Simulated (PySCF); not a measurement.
Problem. Give a GFN2-xTB geometry of InChI=1S/C4H13NSi4/c1-4-9(5(2)3)7-6-8-9/h1H,6-8H2,2-3H3.

Solution. 
```xyz
22
C4H13NSi4 angstrom
C     -0.213    3.506    0.546
C     -0.120    2.326    0.334
Si     0.140    0.514    0.025
N     -1.478   -0.060   -0.234
C     -2.602    0.451    0.507
C     -1.685   -1.413   -0.670
Si     1.547   -0.593    1.605
Si     2.990   -1.161   -0.169
Si     1.637   -0.028   -1.726
H     -0.316    4.538    0.727
H     -2.410    1.482    0.791
H     -2.792   -0.136    1.415
H     -3.503    0.417   -0.113
H     -0.852   -1.738   -1.291
H     -2.604   -1.479   -1.259
H     -1.777   -2.107    0.177
H      0.951   -1.727    2.335
H      2.127    0.206    2.695
H      3.154   -2.604   -0.405
H      4.378   -0.695   -0.050
H      2.264    1.134   -2.368
H      1.153   -0.814   -2.872
```

Orientation and origin are arbitrary. Atoms count from 1 in this order. Si8 (SiH2 silicon) has angles from 91.7° to 116.4°. The 4-membered ring Si3–Si7–Si8–Si9 has internal angles of 88.5° to 91.7°; it is almost planar, 0.01 Å rms from its mean plane, widest ring torsion 1°. Si7 (SiH2 silicon) has angles from 88.5° to 118.1°. Of the pairs four or more bonds apart, C2···H11 is among the closest relative to their van der Waals radii: 2.48 Å, 86 % of the sum of Bondi's values.

Bonds between heavy atoms (Å): C1≡C2 1.203, C2–Si3 1.856, Si3–N4 1.736, N4–C5 1.440, N4–C6 1.437, Si3–Si7 2.389, Si7–Si8 2.357, Si8–Si9 2.354, Si3–Si9 2.366.

The geometry is computed with GFN2-xTB (gas phase).

Point group: C1 (no symmetry element, even within 0.4 Å). GFN2-xTB frequencies: not computed here. The numbers are those of one conformer (C2–Si3–N4–C5 -37°).
